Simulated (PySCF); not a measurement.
A PySCF script (with the pyscf-properties extension) for the NMR shieldings of `C#CCCCNC=O`, C6H9NO, on a GFN2-xTB geometry:

```python
import basis_set_exchange as bse
import numpy as np
from pyscf import gto, dft
from pyscf.prop import nmr

atoms = """
C     3.030470    0.471602   -1.222094
C     2.402876   -0.144177   -0.410424
C     1.626269   -0.859068    0.582831
C     0.347463   -0.098452    0.948052
C    -0.603221   -0.013795   -0.247137
N    -1.779095    0.773421    0.052272
C    -2.990947    0.220609    0.239050
O    -3.248792   -0.951996    0.135769
H     3.589774    1.000276   -1.934907
H     1.368181   -1.847032    0.191575
H     2.241116   -0.994662    1.477137
H     0.608409    0.910306    1.278835
H    -0.155988   -0.609095    1.770986
H    -0.958311   -1.011180   -0.516028
H    -0.081009    0.423856   -1.103892
H    -1.648775    1.760287    0.206166
H    -3.755417    0.981129    0.490283
"""
names = dict.fromkeys(["C", "N", "O", "H"], "pcSseg-1")
basis = {el: gto.basis.parse(bse.get_basis(n, elements=[el], fmt="nwchem")) for el, n in names.items()}
mol = gto.M(atom=atoms, basis=basis, charge=0, verbose=0)
mf = dft.RKS(mol, xc="PBE0")
mf.grids.level = 2
mf.grids.alignment = dft.numint.BLKSIZE   # the property module wants whole blocks of grid points
mf.conv_tol = 1e-9
mf.kernel()

calc = nmr.RKS(mf)   # GIAO
C = mf.mo_coeff
Co = C[:, mf.mo_occ > 0]
resp = mf.gen_response(singlet=True, hermi=2)
def vind(x):   # induced exchange potential for any number of trial vectors
    d = np.einsum("pi,xij,qj->xpq", C, 2 * x.reshape(-1, C.shape[1], Co.shape[1]), Co, optimize=True)
    return np.einsum("xpq,pi,qj->xij", resp(d - d.transpose(0, 2, 1)), C, Co, optimize=True).ravel()
mo1, _ = nmr.rhf.solve_mo1(calc, with_cphf=vind)
sigma = calc.kernel(mo1)
for i, s in enumerate(sigma):   # ppm
    print("%2d %-2s %9.2f" % (i, mol.atom_pure_symbol(i), np.trace(s) / 3))
```

Problem. What are the results?

Solution. 
```
 0 C     110.59
 1 C      98.19
 2 C     168.35
 3 C     152.48
 4 C     148.57
 5 N     126.21
 6 C      26.59
 7 O     -73.25
 8 H      30.26
 9 H      29.54
10 H      29.17
11 H      30.33
12 H      30.01
13 H      27.38
14 H      28.53
15 H      27.24
16 H      23.51
```

These numbers come from an equivalent density-fitted implementation of the same equations, which agrees with the script to about 0.01 ppm for H and up to a few tenths of a ppm for heavy atoms, so last digits may differ.

Problem. Turn these shieldings into chemical shifts. Chemical shifts δ = σref − σ; TMS for 13C (σref 186.93), 1H (σref 31.72); NH3 for 15N (σref 267.73); 17O (σref 336.08) vs H2O, all at this level.

Solution. Averaging equivalent atoms: C 6: 160.3; C 1: 88.7; C 0: 76.3; C 4: 38.4; C 3: 34.4; C 2: 18.6; N 5: 141.5; O 7: 409.3; H 16: 8.21; H 15: 4.48; H 13/14: 3.76; H 9/10: 2.36; H 11/12: 1.55; H 8: 1.46 ppm. Unscaled 17O shifts of doubly bonded oxygen tend to come out too high, by tens of ppm or more. Experimental scales use liquid or dissolved standards, which lie at an offset from isolated NH3 (liquid NH3: subtract about 20 ppm) and H2O (liquid H2O: subtract about 36 ppm).

Size and cost of the density-fitted run: 181 basis functions, 59 s wall time on 1 thread of an Intel Xeon, shared host; peak memory 0.82 GiB.
